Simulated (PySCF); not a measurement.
Ga(H)2(SeH) (GaH3Se), SMILES [GaH2][SeH].

Geometry optimised at PBE0-D3(BJ)/def2-TZVP.

Vertical ionisation energy (IE) and electron affinity (EA) in eV. Rows of orbital energies are one-electron estimates. Where ΔSCF, EOM or ADC give a negative EA the extra electron is unbound and the value depends on the basis.

```tsv
level	IE	EA
−ε(HOMO), −ε(LUMO), CAM-B3LYP/def2-TZVPD (PySCF)	…	…
ADC(2)/aug-cc-pVDZ (PySCF)	9.14	-0.02
```

Q: What belongs in the gaps? (An estimate is asked for; the answer gives what the named calculation found.)

A: 
- −ε(HOMO), −ε(LUMO), CAM-B3LYP/def2-TZVPD (PySCF), IE: 8.59
- −ε(HOMO), −ε(LUMO), CAM-B3LYP/def2-TZVPD (PySCF), EA: 0.73

Q: Beyond the first one, list the lowest photoelectron lines from ADC(2)/aug-cc-pVDZ in PySCF 2.14.0 with their pole strengths (two spins summed). (Estimate from the structure and the level; the computed values follow.)

A: 10.23 eV (1.82), 11.36 eV (1.84), 13.01 eV (1.80), 15.25 eV (1.80).
